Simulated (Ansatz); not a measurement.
Reaction (ligand exchange at the Si–C bond): `C[SiH](O)Br` + CH₃NH₂ → `CN[SiH](O)Br` + CH₄

Calculated with Ansatz (gas phase, PBE0-D4/def2-TZVP geometries, no zero-point term in ΔE). CCSD(T)/CBS is the MP2 limit (def2-TZVPP, def2-QZVPP) plus CCSD(T) − MP2 in def2-TZVPP, frozen cores. This one scheme is used for every species. DFT in def2-TZVPP. For Br outer-core shells are correlated without core-valence functions, which leaves a few kJ/mol of doubt a bond. Scalar relativity is left out up to krypton. Each species was taken in one conformer, which may not be the lowest.

| level | ΔE (eV) |
| --- | --- |
| PBE | -0.61 |
| CCSD/CBS(def2) | -0.70 |

(1) What does CCSD(T)/CBS give? (An estimate is asked.)

Largest T1 diagnostic among the species: 0.009.

## Answers

(1) The calculation gave: -0.71 eV. The listed levels differ from it by 0.10, 0.01 eV.

The D4 term adds −0.06 eV with B3LYP and −0.03 eV with PBE0; it sums over pairs of atoms, weighted by their polarisabilities, and B3LYP, whose exchange is more repulsive, gets the larger term.

B3LYP here is the variant with VWN-RPA as its local correlation; programs differ in this.
